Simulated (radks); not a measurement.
Zr VII, 34 electrons, occupied as [Ar] 3d10 4s2 4p4. Method: scalar-relativistic Kohn-Sham, LDA (Slater exchange, VWN5 correlation), spin-polarised, spherical densities, finite nucleus; open shells are filled with parallel spins first (spin-orbit coupling, left out, can overturn this in heavy ions); Fermi nuclear charge, rms radius 4.2694 fm; computed with a radial shooting solver on a logarithmic mesh with Libxc functionals.

Unscreened Slater integrals over Kohn-Sham orbitals (eV). They are taken over the spin-up orbitals.

F0(4p,4p): 19.645
F2(4p,4p): 10.447
F0(4p,4s): 20.411
G1(4p,4s): 13.944
F0(4p,3d): 25.227
F2(4p,3d): 6.1126
G1(4p,3d): 2.0395
G3(4p,3d): 1.9633
F0(4s,4s): 21.298
F0(4s,3d): 26.971
G2(4s,3d): 2.3673
F0(3d,3d): 55.052
F2(3d,3d): 26.948
F4(3d,3d): 17.082

Derived for the open shells (J is the average intra-shell exchange parameter used in DFT+U). 4p: J = F2/5 = 2.089 eV.
